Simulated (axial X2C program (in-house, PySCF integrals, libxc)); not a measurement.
## Estimating the spin–orbit splitting of the π levels of IBr

Calculated with an in-house relativistic program for diatomic molecules. Spin-free means the one-electron spin-free X2C Hamiltonian; two-component (2c) means X2C with spin–orbit coupling and atomic mean-field two-electron Coulomb and Gaunt terms, so the difference of the two also holds small scalar two-electron terms. Basis: I dyall-cv3z [11s12p8d4f1g], Br dyall-cv3z [8s9p6d4f1g] (cores contracted in-house); Gaussian nuclei, density fitting, unrestricted open shells. Masses: I 126.904 u, Br 78.918 u.

Hartree–Fock at 2.484 Å, closed shell. Valence p splittings ε(p3/2) − ε(p1/2) of spherical Dirac–Hartree–Fock atoms with fractionally filled p shells: I 5p 1.126 eV, Br 4p 0.555 eV.

```csv
"filled π level (eV), spin-free",I p share,Br p share
-12.87,0.29,0.69
-10.30,0.69,0.29
```

(1) In first order a p shell splits by 3ζ/2 and a π orbital by ζ. Estimate the splitting of each π level from the shares.

The two-component Hartree–Fock calculation gives:

```csv
ε(ω = 1/2) (eV),σ share of it,ε(ω = 3/2) (eV),splitting (eV),estimate (eV)
-13.079,0.04,-12.617,0.46,0.48
-10.576,0.04,-9.955,0.62,0.63
```

The estimate leaves out the mixing of π1/2 with σ1/2 levels, which pushes the ω = 1/2 spinor up or down, the d and f parts of the orbital, small shares of the strongly split outer-core p shell of a metal, the Gaunt term (absent from the atomic values), and the change of the atomic p orbitals with charge; Löwdin shares depend on the basis.

## Answers

(1) level -12.87 eV: (2/3) × (0.29 × 1.126 + 0.69 × 0.555) = 0.48 eV; level -10.30 eV: (2/3) × (0.69 × 1.126 + 0.29 × 0.555) = 0.63 eV.
